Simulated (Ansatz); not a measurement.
Total energies of the cluster MoO2⁺ (the lowest doublet isomer of a short search) from Ansatz at r2SCAN-D4/def2-TZVP, gas phase (1 Eh = 27.2114 eV = 2625.5 kJ/mol). The reference geometry is relaxed at PBE0-D4/def2-TZVP.

Cartesian coordinates in Å:
```
Mo -0.265 0.176 -0.581
O 0.585 -1.191 -0.250
O -0.321 1.014 0.831
```

```json
{"state": "charge 1 doublet", "geometry": "reference", "energy (Eh)": "-218.39410"}
{"state": "charge 0 triplet", "geometry": "reference", "energy (Eh)": "-218.70416"}
{"state": "charge 1 quartet", "geometry": "relaxed at PBE0-D4/def2-TZVP", "energy (Eh)": "-218.30647"}
```

In the def2 sets Mo takes a core potential; there is no spin–orbit coupling.

(1) Work out the vertical electron affinity, to the triplet.

(2) Which of the charge 1 states is lowest, and how far above it are the others?

(1) E(charge 1 doublet) − E(charge 0 triplet) = -218.39410 − (-218.70416) = 0.31006 Eh = 8.44 eV.

(2) The doublet. quartet: -218.30647 − (-218.39410) = 0.08763 Eh = 230.1 kJ/mol.

The structure comes from a short search, and lower isomers may exist.
